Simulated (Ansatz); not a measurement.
**Worked example: CF4 + C2HF2Ge → CF3 + C2HF3Ge**

Gas-phase species: CF4 (tetrafluoromethane) `FC(F)(F)F`, singlet; C2HF2Ge `C#[C][Ge]([F])[F]`, doublet; CF3 (trifluoromethyl radical) `F[C](F)F`, doublet; C2HF3Ge `C#[C][Ge]([F])([F])[F]`, singlet. A radical takes F: the energy is the difference in strength between the C–F bond broken and the Ge–F bond made.

Shapes, held fixed at every level: PBE0-D4/def2-TZVP. Programs: Ansatz 0.2.0. The zero-point and thermal change to 298 K, harmonic and unscaled (PBE0-D4/def2-TZVP), is -2.6 kJ/mol.

At CCSD(T)/def2-TZVPP; 1 Eh = 2625.50 kJ/mol:

```
species   energy (Eh)
    CF4   -437.019276
C2HF2Ge  -2351.731728
    CF3   -337.187416
C2HF3Ge  -2451.567901
```

Q: Work out ΔH(298 K) of the reaction at this level.

A: 
1. Products less reactants: (-337.187416) + (-2451.567901) − [(-437.019276) + (-2351.731728)] = -0.004313 Eh = -11.3 kJ/mol.
2. With the thermal change: -11.3 + (-2.6) = -13.9 kJ/mol.

Other levels give -28.6 (HF/def2-TZVPP) to +27.4 kJ/mol (SPW92/def2-TZVPP). No measured value is set beside it here. Open shells run unrestricted. Relativity is left out for Ge. Outer-core shells of Ge are correlated, in sets that cover them unevenly. The levels disagree on the sign, so it isn't settled.
